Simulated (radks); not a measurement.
Spin polarisation of the 3p1 shell in neutral aluminium. Start: [Ne] 3s2 3p(up 0.5, down 0.5); electrons of 3p are moved from spin down to spin up, other shells keep equal spins. Calculated with a radial shooting solver on a logarithmic mesh with Libxc functionals: scalar-relativistic Kohn-Sham, r2SCAN, spin-polarised, spherical densities, finite nucleus; meta-GGA in the generalised Kohn-Sham scheme; Fermi nuclear charge, rms radius of each element as measured or else 0.836 A^(1/3) + 0.57 fm.

| moment (Bohr magnetons) | E - E(0) (eV) | e(3p up) (eV) | e(3p down) (eV) | 3s down minus up (eV) |
|---|---|---|---|---|
| 0 | 0.000 | -2.655 | -2.655 | 0.000 |
| 0.25 | -0.016 | -2.774 | -2.519 | 0.233 |
| 0.5 | -0.064 | -2.879 | -2.363 | 0.470 |
| 0.75 | -0.146 | -2.972 | -2.181 | 0.715 |
| 1 | -0.262 | -3.057 | -2.001 | 0.974 |

At moment 1 the spin-polarisation energy is -0.262 eV and the 3p exchange splitting 1.057 eV, that is 1.057 eV per Bohr magneton; E = -I m^2/4 would give I = 1.050 eV.
